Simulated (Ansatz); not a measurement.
hydrogen selenide (SMILES [SeH2]) moved off its minimum; all values from Ansatz (a first-principles code), cores frozen in correlated methods.
(charge 0, multiplicity 1)
```xyz
3

Se     0.33542     0.13978     0.05655
H     -1.12154    -1.02044     0.04164
H      0.95564    -0.95294    -0.29379
```

Forces at HF/def2-TZVPP (eV/Å):

```
atom      Fx      Fy      Fz
----  ------  ------  ------
Se1   -5.962   1.265   1.291
H2     2.901   2.853   0.152
H3     3.061  -4.118  -1.443
```

Problem. Give the forces (eV/Å), the total energy and the dipole at CCSD(T)/aug-cc-pVTZ.

Solution. 
```csv
atom,Fx,Fy,Fz
Se1,-5.421,2.182,1.406
H2,2.431,2.279,0.102
H3,2.991,-4.461,-1.508
```
Energy -2401.2012 hartree, dipole 0.62 D.
